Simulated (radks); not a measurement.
Initial-state core-level shifts of neutral rhenium when its valence configuration changes from [Xe] 4f14 5d5 6s2. Calculated with a radial shooting solver on a logarithmic mesh with Libxc functionals: Dirac Kohn-Sham, PBE, spin-unpolarised, spherical densities, finite nucleus; open shells fill j = l - 1/2 first; Fermi nuclear charge, rms radius 5.3698 fm. Shifts are changes of the shell-averaged eigenvalues in eV (positive: less bound); the change of the density at the nucleus, which sets a Mossbauer isomer shift, is in e/bohr^3, on a base of 1.547e+06.

| valence | 3s | 4s | 4p | 4d | density at nucleus |
|---|---|---|---|---|---|
| 4f14 5d5 6s1 6p1 | -1.368 | -1.372 | -1.371 | -1.369 | -79.8 |
| 4f13.5 5d5.5 6s2 | -6.142 | -5.541 | -5.361 | -5.135 | +51.9 |
| 4f13 5d5 6s2 6p1 | -16.602 | -15.311 | -14.942 | -14.484 | +143.9 |
| 4f14 5d4 6s2 6p1 | -3.854 | -3.848 | -3.850 | -3.856 | +35.7 |
| 4f14 5d4.5 6s2 6p0.5 | -1.902 | -1.900 | -1.901 | -1.904 | +17.2 |
| 4f13.5 5d5 6s2 6p0.5 | -8.119 | -7.514 | -7.336 | -7.112 | +70.0 |
| 4f14 5d3 6s2 6p2 | -8.151 | -8.127 | -8.132 | -8.146 | +79.2 |
| 4f12 5d5 6s2 6p2 | -34.543 | -31.625 | -30.839 | -29.884 | +302.8 |
| 4f14 5d2.5 6s2 6p2.5 | -10.606 | -10.568 | -10.575 | -10.591 | +102.1 |
